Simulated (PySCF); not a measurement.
CF2 (SMILES F[C]F), triplet, geometry from GFN2-xTB. Base run: R2SCAN/def2-SVP (PySCF).

Here is a job for PySCF.
```python
from pyscf import gto, scf, dft

mol = gto.M(
    atom='''
F    -1.12581513   -0.20827277    0.03627766
C    -0.01622539    0.50613994    0.03483249
F     1.13663206   -0.12915386   -0.05949931
''',
    basis='def2-svp',
    spin=2,
    verbose=4,
)

mf = dft.UKS(mol)
mf.xc = 'r2scan'
mf.kernel()
```

Variants of this job, named by their change:

```
change                             ΔE vs base (mEh)  fitting functions  dipole (D)
---------------------------------  ----------------  -----------------  ----------
base                                          0.000                  -        0.45
auxbasis = def2-universal-jkfit              -0.060                229        0.45
auxbasis = def2-tzvp-ri                      -0.209                228        0.45
auxbasis = cc-pvdz-jkfit                     -0.153                210        0.45
auxbasis = cc-pvtz-ri                        -0.237                243        0.45
auxbasis = autoaux                           -0.070                333        0.45
auxbasis = even-tempered beta=3.0            -0.386                248        0.45
auxbasis = even-tempered beta=2.0            -0.091                363        0.45
auxbasis = even-tempered beta=1.6            -0.003                534        0.45
auxbasis = def2-svp-ri                      -11.461                144        0.45
```

A fitting set is made for a task (jfit for Coulomb, jkfit for Coulomb and exchange, ri for correlation) and for a family of orbital bases.

Open shells are given as the SCF converged; they aren't shown to be the lowest states, and a large step between rows can be another state.
